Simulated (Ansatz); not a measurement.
System: C5H11S, net charge 0, doublet state. It need not be the lowest isomer of its formula. 
Structure (B3LYP-D3(BJ)/def2-TZVP (Ansatz, a first-principles code) minimum search):
```xyz
17

C     -3.2330     1.0625     0.1558
C     -2.2711     0.0475    -0.3406
C     -0.8496     0.2211     0.2453
C      0.1153    -0.8325    -0.2856
S      1.8016    -0.7382     0.3886
C      2.3896     0.7851    -0.3986
H     -3.3264     2.0242    -0.3306
H     -3.7478     0.9246     1.0970
H     -2.2004     0.0963    -1.4321
H     -2.6215    -0.9594    -0.0906
H     -0.4860     1.2214     0.0003
H     -0.8903     0.1598     1.3346
H      0.1737    -0.7930    -1.3765
H     -0.2330    -1.8328    -0.0195
H      3.4385     0.8940    -0.1263
H      1.8455     1.6605    -0.0473
H      2.3142     0.7135    -1.4843
```
Charge 0, spin multiplicity 2.

Computed values are from Ansatz. Correlated levels leave the core frozen unless marked. Open shells are spin-unrestricted. No spin-orbit coupling. No relativistic terms. CBS(X,Y): correlation extrapolated as X^-3; Hartree-Fock from the larger set. [CCSD(T)-MP2]/basis is that difference in the basis named.

Question: What is the dipole moment at CCSD(T)/aug-cc-pV(D+d)Z?

Answer: 1.45 D.

Question: What is the atomisation energy De at RI-MP2/CBS(cc-pV(T+d)Z,cc-pV(Q+d)Z)+[CCSD(T)-MP2]/cc-pV(T+d)Z?

Answer: 6453.8 kJ/mol.

Question: What is the total energy at RI-MP2/CBS(cc-pV(T+d)Z,cc-pV(Q+d)Z)+[CCSD(T)-MP2]/cc-pV(T+d)Z?

Answer: -594.5907 Eh.

Question: What is the T1 diagnostic at CCSD/cc-pV(T+d)Z?

Answer: 0.010.
